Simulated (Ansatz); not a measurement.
Gas-phase reaction (SMILES): [Br][Fe][Br] (quintet) → [Fe][Br] (sextet) + Br atom; the Br-Fe bond at the site shown breaks (other sites are not compared here).

Each molecule is optimised on its own at B3LYP-D3(BJ)/def2-TZVP (Ansatz, an electronic-structure program). Correlated levels leave the core frozen unless marked. UHF or UKS for open shells. No spin-orbit coupling. The frozen core is the preceding noble-gas configuration, with the filled d and f shells of earlier blocks. Non-relativistic. CBS marks a two-point X^-3 extrapolation of the correlation energy; Hartree-Fock from the larger set. [CCSD(T)-MP2]/basis is that difference in the basis named. [Br][Fe][Br] (quintet): The spin state was set by rule; other spins were not relaxed. [Fe][Br] (sextet): The spin state was set by rule; other spins were not relaxed. A spin state is the lowest found, not a proven ground state. Thermal terms are rigid-rotor harmonic-oscillator values from B3LYP-D3(BJ) frequencies (Ansatz) at 298.15 K and 1 atm. 1 Eh = 627.5095 kcal/mol. Atoms have translation alone.

| species | E, RI-MP2/CBS(def2-TZVPPD,def2-QZVPPD)+[CCSD(T)-MP2]/def2-TZVPPD (Ansatz) (Eh) | E, PBE-D3(BJ)/def2-TZVPD (Ansatz + dftd3) (Eh) | H - E (Eh) |
|---|---|---|---|
| [Br][Fe][Br] (quintet) | -6408.20874 | -6411.14629 | 0.00744 |
| [Fe][Br] (sextet) | -3835.41747 | -3837.25979 | 0.00439 |
| Br atom | -2572.63320 | -2573.72119 | 0.00236 |

### Question
Work out ΔE and ΔH at 298.15 K at the first level, then ΔH at the second.

### Answer

1. ΔE = [(-3835.41747) + (-2572.63320)] - [(-6408.20874)] = 0.15807 Eh = 99.2 kcal/mol at RI-MP2/CBS(def2-TZVPPD,def2-QZVPPD)+[CCSD(T)-MP2]/def2-TZVPPD.
2. The terms H - E add up to -0.00069 Eh, so ΔH = (0.15807 + (-0.00069))×627.5095 = 98.8 kcal/mol.
3. At PBE-D3(BJ)/def2-TZVPD the same steps give ΔE = 103.7 and ΔH = 103.3 kcal/mol, a shift of +4.5 from the first level.
4. These values are not checked against measurement here, since the tables used lack a sound gas-phase enthalpy of formation for at least one species.
